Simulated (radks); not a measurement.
Neutral xenon inside a hard spherical wall (all orbitals vanish at R), configuration held at [Xe] and not refilled when levels cross. Calculated with a radial shooting solver on a logarithmic mesh with Libxc functionals: scalar-relativistic Kohn-Sham, PBE, spin-unpolarised, spherical densities, finite nucleus; Fermi nuclear charge, rms radius 4.7859 fm. Eigenvalues in eV, with the zero of energy where the potential of the charges vanishes at infinity; a dash marks a level that is unbound or too diffuse for the functional's potential to be trusted. A positive occupied level is held by the wall or, in an anion where self-interaction has pushed it up, behind a barrier. The pressure on the wall is -dE/dV.

R (bohr)  E (hartree)  kinetic (hartree)    e(4p)    e(4d)    e(5s)   e(5p)  e(6s, empty)  e(5d, empty)  pressure (GPa)
free      -7447.03737           7830.781  -141.27  -59.384  -19.740  -8.235             -             -               0
20        -7447.03737           7830.781  -141.27  -59.384  -19.740  -8.235             -             -        < 0.0001
15        -7447.03737           7830.781  -141.27  -59.384  -19.740  -8.235        -0.461             -        < 0.0001
7         -7447.03349           7830.818  -141.08  -59.195  -19.583  -8.082         2.041         3.389           0.285
6         -7447.01924           7830.929  -140.62  -58.747  -19.227  -7.720         4.463         4.683            1.82
5         -7446.95105           7831.372  -139.20  -57.341  -18.143  -6.550        10.067         7.406            12.8
3         -7444.57681           7841.873  -121.97  -40.703   -3.115  11.652        72.056        36.061            1170
2         -7428.40721           7899.266  -79.480    0.536   60.634  87.149        273.19        132.98           25300
1.5       -7380.00578           8051.766  -10.947   73.610   220.32  262.46        655.61        325.48          198000
